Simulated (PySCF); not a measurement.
**How methods differ on the excitation energy of Zn**

Zn [Ar] 3d10 4s2 (1S) → Zn [Ar] 3d10 4s1 4p1 (3P), as a difference of total energies. All numbers are calculated (PySCF 2.14, scalar relativity by spin-free X2C-1e, in x2c-TZVPPall). Correlated levels: valence: [Ar] frozen; valence and next inner shell: [Ne] frozen. The calculations carry no spin-orbit coupling.

```
                                method  excitation energy (cm⁻¹)  error (cm⁻¹)
                                   UHF                     26317         -6379
                                   LDA                     40205         +7509
                                   PBE                     38174         +5478
                                  PBE0                     35567         +2871
                                r2SCAN                     35236         +2539
                                 HSE06                     36067         +3371
                               r2SCAN0                     33935         +1239
                                B2PLYP                     37159         +4462
                                 M06-L                     38666         +5969
                         MP2 (valence)                     34377         +1681
                     SCS-MP2 (valence)                     35291         +2595
    MP2 (valence and next inner shell)                     34923         +2227
SCS-MP2 (valence and next inner shell)                     35661         +2965
```

Reference: 32696 cm⁻¹ (measured; NIST levels, between the centres of gravity of the two terms).

Errors of the correlated levels include the incompleteness of this basis and the frozen core.

The basis was made for the ground configuration and has no added diffuse functions, so the excitation energy can come out too high.
